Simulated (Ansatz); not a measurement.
`C/C=C/CCC` + `[OH][Ga]([OH])[Br]` → `C[O][Ga]([OH])[Br]` + `C=CCCC`  (substitution at a C–C bond)

Isolated molecules relaxed with PBE0-D4/def2-TZVP in Ansatz; ΔE leaves out vibrations. CBS: MP2 limit from def2 TZ/QZ plus the TZ coupled-cluster correction, frozen cores. Functionals use def2-TZVPP. For Br, Ga outer-core shells are correlated without core-valence functions, which leaves a few kJ/mol of doubt a bond. Scalar relativity is left out up to krypton. One conformer a species, not always the lowest.

| species | LC-ωPBE energy (Eh) |
| --- | --- |
| `C/C=C/CCC` | -235.78562 |
| `[OH][Ga]([OH])[Br]` | -4650.16326 |
| `C[O][Ga]([OH])[Br]` | -4689.44465 |
| `C=CCCC` | -196.47752 |

Question: Work out ΔE.

Answer: ΔE = (-4689.44465) + (-196.47752) − (-235.78562) − (-4650.16326) = 0.02671 Eh = +0.73 eV. CCSD(T)/CBS gives +0.72 eV.

Largest T1 diagnostic among the species: 0.012.

In def2-TZVPP, CCSD(T) changes the Hartree–Fock value by +0.11 eV (the triples alone add +0.01 eV) and MP2 by +0.19 eV. From BLYP to BHLYP (50 % exact exchange), in def2-TZVPP and without D4, ΔE moves by +0.03 eV.
